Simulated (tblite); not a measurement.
C5H11FP2.
Cartesian coordinates in Å at the GFN2-xTB level; atoms count from 1:
```xyz
19
C5H11FP2 angstrom
C      3.588    0.132   -0.819
C      2.256    0.019   -0.169
F      1.919   -1.258    0.138
P      1.241    1.307    0.196
C     -0.187    0.385    0.943
P     -1.056   -0.615   -0.376
C     -1.918    0.793   -1.210
C     -2.460   -1.206    0.676
H      3.807    1.176   -1.025
H      3.599   -0.433   -1.753
H      4.363   -0.284   -0.173
H      0.182   -0.300    1.711
H     -0.877    1.101    1.402
H     -2.604    0.393   -1.955
H     -1.177    1.411   -1.717
H     -2.472    1.402   -0.497
H     -2.920   -0.386    1.227
H     -2.089   -1.953    1.375
H     -3.204   -1.675    0.035
```

All values are computed: GFN2-xTB (tblite) harmonic vibrations without scaling, gas phase. The method is semi-empirical: single wavenumbers can be off by several per cent or more. One conformer, not necessarily the lowest.

Harmonic wavenumbers (cm⁻¹): 37.4, 50.6, 80.9, 148.3, 163.9, 169.3, 186.0, 204.6, 223.3, 275.5, 303.6, 349.2, 383.9, 417.8, 663.3, 702.8, 714.6, 736.9, 745.8, 761.7, 819.1, 857.5, 898.2, 931.6, 967.2, 1007.4, 1027.9, 1106.1, 1171.9, 1310.2, 1318.4, 1322.4, 1387.1, 1393.2, 1437.7, 1447.1, 1447.3, 1451.4, 1460.1, 1467.8, 2918.6, 2946.3, 2978.5, 2980.3, 2986.1, 2997.3, 3002.0, 3010.4, 3014.8, 3015.6, 3049.7.

A = 2587, B = 811.8, C = 733.3 MHz; mass 152.032 u (most abundant isotopes); point group C1, symmetry number 1.

Task: What is the zero-point energy?

Result: ½Σν̃ = 32224 cm⁻¹ = 92.13 kcal/mol.

Task: Give the ideal-gas entropy at 298.15 K and 1 bar in the rigid-rotor, harmonic-oscillator model (classical rotation).

Result: Translation 40.99, rotation 29.72, vibration 36.96: S = 107.7 cal/(mol K).

Task: And Cp and H(298.15 K) − H(0)?

Result: Cp = 42.63 cal/(mol K), of which vibrations give 34.68 (their classical limit is 51 R = 101.3); H(298.15 K) − H(0) = 7.99 kcal/mol without the zero-point energy, 5.62 from vibrations.

Task: What must be added to the electronic energy to get the Gibbs energy at 298.15 K and 1 bar?

Result: ZPE + [H(298.15 K) − H(0)] − T·S = 92.13 + 7.99 − 32.10 = 68.02 kcal/mol.

Task: Which modes carry the vibrational entropy at 298.15 K?

Result: 37.4 cm⁻¹: 5.39; 50.6 cm⁻¹: 4.79; 80.9 cm⁻¹: 3.87; 148.3 cm⁻¹: 2.69; 163.9 cm⁻¹: 2.50; 169.3 cm⁻¹: 2.44 cal/(mol K); the other 45 give 15.26 together.

Hindered rotation and anharmonicity are outside this model. Other conformers, if any are populated, would add a mixing term that is left out. The structure is chiral; the term R ln 2 for an equal mix with its mirror image is left out.
